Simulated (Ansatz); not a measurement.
C2H7NSi can be A, `N/C=C/[SiH3]`, or B, `C1C[SiH2]N1`.

Computed with Ansatz on PBE0-D4/def2-TZVP structures; ΔE is electronic, products minus reactants. CBS: MP2 limit from def2 TZ/QZ plus the TZ coupled-cluster correction, frozen cores. Functionals use def2-TZVPP. Each species was taken in one conformer, which may not be the lowest.

Question: Which isomer does CCSD(T)/CBS put lower? Give the gap. (An estimate is asked.)

Answer: Ansatz gave: B, by 45.3 kJ/mol.

Question: Give E(B) − E(A) in kJ/mol with r2SCAN-D4, PBE-D4, B2PLYP, ωB97M-V, HF/def2-TZVPP, LDA (SPW92), BLYP-D4. (Estimate.)

Answer: Computed: r2SCAN-D4 -34.8, PBE-D4 -34.0, B2PLYP -33.9, ωB97M-V -46.0, HF/def2-TZVPP -30.0, LDA (SPW92) -47.0, BLYP-D4 -17.3. None reverses the order clearly.

Question: Does the order hold for the free energy at 298.15 K (harmonic terms from PBE0-D4)? (Estimate.)

Answer: Computed: Yes: G(B) − G(A) = -33.8 kJ/mol, for one conformer each.

Largest T1 diagnostic: 0.012.

From r2SCAN to r2SCAN0 (25 % exact exchange), in def2-TZVPP and without D4, E(B) − E(A) moves by −9.8 kJ/mol. Leaving LDA and LC-ωPBE aside and taking each functional with its dispersion term where it has one, the values, not all of them listed here, spread over 37.4 kJ/mol, from PBE-QIDH to BLYP-D4. LDA lies −15.0 kJ/mol from PBE without D4.
